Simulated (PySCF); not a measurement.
# One molecule, several mistakes: AlC2H6Si cation

All numbers below are calculated, not measured. They come from PySCF 2.14.0, an open-source quantum chemistry program, on an isolated molecule that a program drew, which may never have been made. The molecule is AlC2H6Si cation (charge +1, singlet), drawn as the SMILES string `C[SiH]=[CH][AlH+]`.

Each row is a Hartree-Fock (HF) and frozen-core CCSD(T) single point in the cc-pV(D+d)Z basis, meant for a local HF minimum. Run 1 is clean. Each other run has one planted mistake out of seven kinds, and not every kind appears here: one electron removed, one electron added, multiplicity raised by two, geometry at a saddle point, minimal basis STO-3G, one bond length entered in bohr, all coordinates scaled. The reference is restricted for singlets and unrestricted otherwise, and also for a bond in bohr. Adding or removing an electron swaps singlet and doublet. Electrons count all cores. HOMO and LUMO are orbital energies over both spins, the gradient is its largest component, and the lowest frequency (negative if imaginary) is given only where the gradient is small. Bond lengths are over the 9 bonds as drawn. T1 is the CCSD diagnostic: over 0.02 (restricted) or 0.045 (unrestricted) a single reference is doubtful.

Geometry of the clean run:
```xyz
10
AlC2H6Si cation, angstrom
C     0.3711    2.8986    0.6976
Si   -0.8816    1.7696   -0.0622
C    -0.5784    0.1929   -0.6926
Al    0.9640   -0.7789   -0.7970
H     0.3982    3.8384    0.1383
H     0.0665    3.1424    1.7197
H     1.3777    2.4787    0.7238
H    -2.2447    2.3081   -0.1110
H    -1.4607   -0.3079   -1.0981
H     2.2763   -1.5919   -0.8796
```

| run | electrons | basis functions | <S^2> | HOMO (eV) | LUMO (eV) | gradient (hartree/bohr) | lowest frequency (cm^-1) | mean bond (Å) | longest bond (Å) | T1 | HF (hartree) | CCSD(T) (hartree) | mistake |
|---|---|---|---|---|---|---|---|---|---|---|---|---|---|
| 1 | 44 | 104 | 0.000 | -13.80 | -3.53 | 2.0e-05 | 102 | 1.4205 | 1.850 | 0.0135 | -609.81373 | -610.29503 | no fault |
| 2 | 44 | 34 | 0.000 | -11.14 | 0.87 | 3.2e-02 | - | 1.4205 | 1.850 | 0.0194 | -602.72183 | -602.96720 | minimal basis STO-3G |
| 3 | 45 | 104 | 0.982 | -4.86 | 1.11 | 1.5e-02 | - | 1.4205 | 1.850 | 0.0313 | -609.96708 | -610.46630 | one electron added |
| 4 | 44 | 104 | 2.021 | -10.02 | -5.37 | 8.8e-02 | - | 1.4205 | 1.850 | 0.0178 | -609.70939 | -610.16591 | multiplicity raised by two |
| 5 | 44 | 104 | 0.719 | -13.75 | -3.90 | 2.2e-02 | - | 1.5286 | 2.067 | 0.0583 | -609.68556 | -610.16370 | ? |

**Which mistake was planted in run 5, and what did it cost?**

The mean bond changes by a factor of 1.076 and the longest by 1.117, so the molecule wasn't scaled as a whole. A length L in bohr read as angstrom grows by (1/0.5292 - 1) L = 0.890 L. The 9 bonds together grew by 9 x 0.1081 = 0.973 Å, which gives L = 1.093 Å. That is the length of one of the C-H bonds, 1.094 Å in the clean geometry. So the mistake is: one bond length entered in bohr. Subtracting run 1 and multiplying by 627.51 kcal/mol a hartree, the energy moved by 80.4 kcal/mol in HF and 82.4 kcal/mol in CCSD(T).

Cautions from the logs. Run 5: T1 is over the limit, so its CCSD(T) energy is less reliable.
